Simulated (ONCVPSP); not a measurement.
## Logarithmic derivatives: Cs, ONCV

| Property | Result |
| --- | --- |
| Element | caesium (Cs) |
| Generator | ONCVPSP 4.0.1 |
| Type | optimised norm-conserving Vanderbilt (ONCV) |
| Functional | PBEsol |
| Relativity | fully relativistic |
| Frozen core | [Kr] 4d10 |
| Valence charge | 9 |
| Reference configuration | 5s2 5p6 6p1 |
| Partial waves | 5s: rc 2.50 bohr, ncon 4, nbas 8, qcut 6.1 1/bohr, 2 projectors, debl 3.3 Ha; 5p+6p: rc 3.30 bohr, ncon 5, nbas 9, qcut 4.9 1/bohr, 2 projectors; d scattering state at 0.41 Ha: rc 2.55 bohr, ncon 4, nbas 8, qcut 4.1 1/bohr, 3 projectors, debl 1.8 Ha; f scattering state at 0.06 Ha: rc 2.55 bohr, ncon 4, nbas 7, qcut 4.6 1/bohr, 2 projectors, debl 1 Ha |
| Local potential | polynomial inside 2.20 bohr (lpopt 5, dvloc0 0 Ha) |
| Core correction | Teter function, fcfact 2, rcfact 1.2 |

Open shells are filled in proportion to 2j + 1.

In the d channel the program set the typed energies aside and used 0.050, 1.850, 3.650 Ha (j = l + 1/2; the other j can differ).

The phase is arctan(r·R′/R) of the radial function R(r), unwrapped; energies in Ha, scanned from -3 to 5 Ha. A pole is an energy at which the radial function vanishes at the test radius. The pseudo phase is shifted by a multiple of π to meet the all-electron one at the reference energy, and phase errors are pseudo minus all-electron; the curves can meet again beyond the range given. Levels narrower than the energy grid can be missing from the lists of poles.

```tsv
channel	radius (bohr)	reference energy (Ha)	poles, all-electron	poles, pseudo	unbroken range about the reference energy with phases within 0.05 rad	phase error 1 Ha above the reference energy (rad)
s	2.53	-1.03	-0.72, 3.47	-0.72, 3.46	the whole range	-0.000
p3/2	3.36	-0.05	-0.41, 1.74	-0.41, 1.71, 3.92	below 2.4	-0.002
p1/2	3.36	-0.05	-0.49, 1.63, 4.92	-0.49, 1.61, 3.92	below 2.4	-0.002
d5/2	2.58	0.05	-2.72, 1.13	1.13	above -2.7	-0.000
d3/2	2.58	0.05	-2.81, 1.10	1.10	above -2.8	-0.000
f7/2	2.58	0.06	0.50, 2.73	0.50, 2.89	below 3.3	+0.000
f5/2	2.58	0.06	0.49, 2.72	0.49, 2.88	below 3.3	+0.000
```

Phases in the f5/2 channel:

| E (Ha) | all-electron | pseudo |
| --- | --- | --- |
| -2.98 | 1.392 | 1.392 |
| -2.76 | 1.385 | 1.384 |
| -2.54 | 1.376 | 1.376 |
| -2.32 | 1.366 | 1.366 |
| -2.10 | 1.355 | 1.355 |
| -1.88 | 1.342 | 1.342 |
| -1.66 | 1.327 | 1.327 |
| -1.44 | 1.308 | 1.308 |
| -1.22 | 1.284 | 1.284 |
| -1.00 | 1.253 | 1.253 |
| -0.78 | 1.210 | 1.210 |
| -0.56 | 1.146 | 1.146 |
| -0.34 | 1.037 | 1.037 |
| -0.12 | 0.798 | 0.798 |
| 0.10 | -0.004 | -0.004 |
| 0.32 | -1.216 | -1.215 |
| 0.54 | -1.645 | -1.644 |
| 0.76 | -1.933 | -1.932 |
| 0.98 | -2.407 | -2.407 |
| 1.20 | -3.417 | -3.415 |
| 1.42 | -4.108 | -4.104 |
| 1.64 | -4.371 | -4.365 |
| 1.86 | -4.499 | -4.492 |
| 2.08 | -4.578 | -4.568 |
| 2.30 | -4.633 | -4.621 |
| 2.52 | -4.677 | -4.661 |
| 2.74 | -4.716 | -4.694 |
| 2.96 | -4.753 | -4.723 |
| 3.18 | -4.792 | -4.750 |
| 3.40 | -4.838 | -4.776 |
| 3.62 | -4.900 | -4.803 |
| 3.84 | -4.999 | -4.832 |
| 4.06 | -5.201 | -4.865 |
| 4.28 | -5.787 | -4.907 |
| 4.50 | -6.919 | -4.960 |
| 4.72 | -7.398 | -5.036 |
| 4.94 | -7.571 | -5.154 |
